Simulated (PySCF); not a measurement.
Sn(NH2)(SH) (H3NSSn), SMILES [NH2][Sn][SH] (connectivity only; charge and spin as stated), neutral, multiplicity 1. Atoms are numbered in the order given.

```xyz
6

Sn     0.3895     0.4534     0.0000
N     -1.5353     1.1317     0.0000
H     -1.7764     2.1194     0.0000
H     -2.3694     0.5490     0.0000
S     -0.3441    -1.9284     0.0000
H      0.9232    -2.4035     0.0000
```
Charge 0, spin multiplicity 1.

The structure is a stationary point at B3LYP-D3(BJ)/def2-SVP. The def2 effective core potentials stand for the cores of Sn; spin–orbit coupling is left out. Other conformers were not sampled.

Computed with TDA-B3LYP/def2-SVPD (PySCF 2.14.0).

Vertical excitations.  State labels are in the subgroup Cs.

| state | symmetry | energy (eV) | λ (nm) | f | main pairs |
|---|---|---|---|---|---|
| S1 | A" | 4.02 | 308 | 0.035 | HOMO−1→LUMO 97 % |
| S2 | A' | 4.04 | 307 | 0.031 | HOMO→LUMO 88 % |
| S3 | A" | 4.93 | 251 | 0.016 | HOMO→LUMO+1 99 % |
| S4 | A' | 5.06 | 245 | 0.052 | HOMO−2→LUMO 86 % |
| S5 | A" | 5.69 | 218 | 0.000 | HOMO→LUMO+2 53 %, HOMO−2→LUMO+1 44 % |
| S6 | A" | 5.75 | 216 | 0.020 | HOMO−2→LUMO+1 45 %, HOMO→LUMO+2 40 %, HOMO→LUMO+3 8 % |
| S7 | A' | 5.88 | 211 | 0.422 | HOMO−1→LUMO+1 72 % |
| S8 | A" | 5.89 | 210 | 0.002 | HOMO→LUMO+3 87 % |
| S9 | A" | 5.98 | 207 | 0.026 | HOMO−3→LUMO 88 % |
| S10 | A' | 6.04 | 205 | 0.010 | HOMO−1→LUMO+2 68 %, HOMO−1→LUMO+3 28 % |
| T1 | A" | 3.08 | 403 | 0 | HOMO−1→LUMO 98 % |
| T2 | A' | 3.18 | 390 | 0 | HOMO→LUMO 94 % |
| T3 | A' | 3.82 | 325 | 0 | HOMO−2→LUMO 93 % |
| T4 | A' | 4.47 | 277 | 0 | HOMO−1→LUMO+1 96 % |
Triplets are in the Tamm–Dancoff approximation.
